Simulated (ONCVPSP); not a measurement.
## Configuration tests for phosphorus (ONCV)

* Element: phosphorus (P)
* Generator: ONCVPSP 4.0.1
* Type: optimised norm-conserving Vanderbilt (ONCV)
* Functional: PBE
* Relativity: scalar-relativistic
* Frozen core: [Ne]
* Valence charge: 5
* Reference configuration: 3s2 3p3
* Partial waves: 3s: rc 1.40 bohr, ncon 5, nbas 10, qcut 5.3 1/bohr, 2 projectors, debl 3.9 Ha; 3p: rc 1.70 bohr, ncon 3, nbas 8, qcut 3.9 1/bohr, 1 projector; d scattering state at 0.28 Ha: rc 1.35 bohr, ncon 4, nbas 7, qcut 7.7 1/bohr, 1 projector
* Local potential: polynomial inside 1.30 bohr (lpopt 5, dvloc0 0 Ha)
* Core correction: none

Energies are relative to the spin-unpolarised reference configuration 3s2 3p3; without spin polarisation the order of configurations can differ from experiment.

```
valence configuration  charge  ΔE all-electron (eV)  error AE − PS (meV)
              3s2 3p2      +1                 9.730                 +1.5
              3s2 3p1      +2                28.877                 +7.1
            3s2 3p2.5    +0.5                 3.775                 +0.4
```

Question: What are ΔE and the potential's error for 3s2 3p0?

Answer: ΔE = 58.616 eV all-electron; the error (AE − PS) is +22 meV.

Levels in the configuration 3s2 3p0:

| level | all-electron (eV) | pseudo (eV) |
| --- | --- | --- |
| 3s | -45.613 | -45.556 |
